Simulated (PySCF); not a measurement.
# Working out the ionisation energy of Kr⁺

Kr⁺ [Ar] 3d10 4s2 4p5 (2P) → Kr²⁺ [Ar] 3d10 4s2 4p4 (3P). Calculation: PySCF 2.14, in cc-pVTZ-PP with ECP10MDF; a scalar-relativistic core potential. Frozen: 3s2 3p6 3d10. Energies in hartree (1 hartree = 27.21139 eV):

```
            part  Kr⁺ (lower)  Kr²⁺ (upper)
             UHF  -461.716666   -460.861544
CCSD correlation    -0.158916     -0.128660
             (T)    -0.004015     -0.002986
```

**Question.** What does Hartree-Fock give?

**Answer.** (-460.861544) − (-461.716666) = 0.855122 hartree = 23.269 eV.

**Question.** What do CCSD and CCSD(T) give?

**Answer.** The CCSD correlation energies differ by 0.030256 hartree = 0.823 eV and the triples by 0.001029 hartree = 0.028 eV, so CCSD gives 24.092 eV and CCSD(T) 24.120 eV.

Reference: 24.360 eV (measured; NIST Atomic Spectra Database, ionization energies), between the lowest levels; spin-orbit coupling is absent from the calculation.

What remains against the reference includes basis incompleteness, the frozen core and higher excitations.
